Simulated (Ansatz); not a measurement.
Steps of a relaxation of `O=Cc1cccs1` with RKS PBE0-D4/def2-TZVP.

```sh
$ ansatz run in.yaml --threads 4 --pin off --events-out ev --progress --plain --max-ram 10444MiB
```

```yaml
crystal:
  periodic: [false, false, false]
  atoms:
    - {symbol: O, position_ang: [0.453251, -3.014980, 0.601964]}
    - {symbol: C, position_ang: [0.354093, -1.879913, 1.044295]}
    - {symbol: C, position_ang: [0.116578, -0.681962, 0.241486]}
    - {symbol: C, position_ang: [-0.006666, 0.638718, 0.670579]}
    - {symbol: C, position_ang: [-0.233524, 1.543349, -0.399895]}
    - {symbol: C, position_ang: [-0.279692, 0.897854, -1.628045]}
    - {symbol: S, position_ang: [-0.048869, -0.804939, -1.492050]}
    - {symbol: H, position_ang: [0.442018, -1.659420, 2.151370]}
    - {symbol: H, position_ang: [0.067332, 0.927173, 1.728947]}
    - {symbol: H, position_ang: [-0.359098, 2.628066, -0.282364]}
    - {symbol: H, position_ang: [-0.440121, 1.349052, -2.615787]}
basis:
  gaussian: {orbitals: def2-TZVP}
hamiltonian: {xc: pbe0, dispersion: d4}
relax: {f_tol: 0.005, max_steps: 150}
```

Positions (Å) and forces (eV/Å) along the path, 6 of 6 steps:

```xyz
11
step=1 energy=-18123.0994 eV
O     0.453   -3.015    0.602   -0.113    1.280    0.496
C     0.354   -1.880    1.044    0.070   -0.526    0.020
C     0.117   -0.682    0.241   -0.083    0.377   -0.343
C    -0.007    0.639    0.671    0.039   -0.483   -0.219
C    -0.234    1.543   -0.400   -0.003   -0.281   -0.365
C    -0.280    0.898   -1.628    0.044   -0.022    0.391
S    -0.049   -0.805   -1.492   -0.034    0.847    0.700
H     0.442   -1.659    2.151   -0.037   -0.231   -0.628
H     0.067    0.927    1.729   -0.040   -0.145   -0.556
H    -0.359    2.628   -0.282    0.067   -0.578   -0.057
H    -0.440    1.349   -2.616    0.088   -0.240    0.560
11
step=2 energy=-18123.1747 eV
O     0.450   -2.986    0.610   -0.012    0.176    0.092
C     0.352   -1.862    1.043    0.007   -0.003    0.092
C     0.116   -0.678    0.234   -0.050    0.128   -0.346
C    -0.006    0.627    0.661    0.016   -0.169   -0.039
C    -0.232    1.530   -0.399   -0.006   -0.051   -0.120
C    -0.278    0.896   -1.617    0.037   -0.186    0.133
S    -0.049   -0.795   -1.486   -0.013    0.409    0.376
H     0.438   -1.648    2.136   -0.010   -0.063   -0.182
H     0.067    0.911    1.708   -0.011   -0.032   -0.142
H    -0.356    2.602   -0.278    0.018   -0.148   -0.008
H    -0.438    1.346   -2.590    0.023   -0.060    0.144
11
step=3 energy=-18123.1842 eV
O     0.450   -2.979    0.615   -0.002   -0.034    0.003
C     0.350   -1.854    1.041    0.014    0.042    0.016
C     0.115   -0.676    0.227   -0.014   -0.062   -0.136
C    -0.006    0.622    0.657    0.002    0.035    0.046
C    -0.231    1.526   -0.399   -0.001    0.037    0.034
C    -0.277    0.893   -1.611    0.008   -0.096   -0.035
S    -0.050   -0.787   -1.480    0.000    0.060    0.061
H     0.438   -1.639    2.127   -0.005   -0.002    0.006
H     0.067    0.902    1.700    0.000    0.005    0.008
H    -0.354    2.593   -0.276    0.000    0.007    0.007
H    -0.435    1.342   -2.580   -0.003    0.010   -0.010
11
step=4 energy=-18123.1845 eV
O     0.450   -2.979    0.617    0.027   -0.008    0.003
C     0.353   -1.853    1.040   -0.073    0.004    0.011
C     0.116   -0.677    0.224    0.022   -0.031   -0.041
C    -0.005    0.622    0.656   -0.001    0.021    0.019
C    -0.231    1.526   -0.398    0.000    0.010    0.018
C    -0.278    0.893   -1.611    0.001   -0.020   -0.021
S    -0.049   -0.785   -1.480    0.001    0.009    0.008
H     0.432   -1.637    2.126    0.025    0.005    0.002
H     0.069    0.901    1.700    0.001    0.000    0.003
H    -0.355    2.593   -0.275   -0.001    0.004    0.002
H    -0.437    1.341   -2.580   -0.002    0.006   -0.003
11
step=5 energy=-18123.1846 eV
O     0.450   -2.980    0.620   -0.012    0.013    0.010
C     0.349   -1.853    1.040    0.034   -0.010   -0.012
C     0.114   -0.678    0.222    0.001   -0.003    0.045
C    -0.005    0.621    0.656   -0.006    0.003   -0.007
C    -0.231    1.526   -0.397    0.002   -0.014   -0.001
C    -0.277    0.892   -1.611   -0.004    0.042   -0.002
S    -0.049   -0.784   -1.481   -0.005   -0.029   -0.032
H     0.437   -1.633    2.125   -0.012    0.003   -0.001
H     0.068    0.899    1.700    0.000   -0.004   -0.003
H    -0.354    2.593   -0.273    0.000   -0.002   -0.003
H    -0.436    1.342   -2.580    0.002    0.001    0.005
11
step=6 energy=-18123.1847 eV
O     0.450   -2.981    0.624    0.000    0.001   -0.001
C     0.350   -1.853    1.041    0.000    0.000    0.002
C     0.115   -0.679    0.221    0.000   -0.003    0.002
C    -0.006    0.619    0.655    0.002   -0.002    0.004
C    -0.231    1.525   -0.397   -0.001    0.001   -0.002
C    -0.277    0.894   -1.611    0.000    0.001   -0.002
S    -0.050   -0.784   -1.483    0.000    0.002    0.000
H     0.436   -1.631    2.125   -0.001    0.001   -0.001
H     0.068    0.896    1.700    0.001   -0.001    0.002
H    -0.354    2.592   -0.272   -0.001    0.000   -0.001
H    -0.436    1.345   -2.580    0.000    0.000   -0.002
```

Run time 14 s (4 threads of an AMD EPYC 9R45 on a shared host); peak host memory 0.8 GiB.
